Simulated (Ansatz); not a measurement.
Ansatz results at the PBE0-D4/def2-TZVP geometry: LUMO energy (PBE0/def2-TZVPP) 0.24 eV; size of the dipole moment (ωB97M-V/def2-TZVPP) 1.35 D; HOMO–LUMO gap (ωB97M-V/def2-TZVPP) 12.34 eV.

Each molecule was computed in one conformer, which needn't be the lowest.

(1) Which molecule gave them?
A. `CC(O)O[SiH3]`
B. `COC[SiH2]O`
C. `C[SiH2]OCO`
D. `OC1([SiH2]F)BC1`

Results:

(1) A. The others give `COC[SiH2]O`: 0.23, 1.90, 11.50; `C[SiH2]OCO`: 0.81, 1.09, 12.94; `OC1([SiH2]F)BC1`: -1.93, 1.49, 9.48.
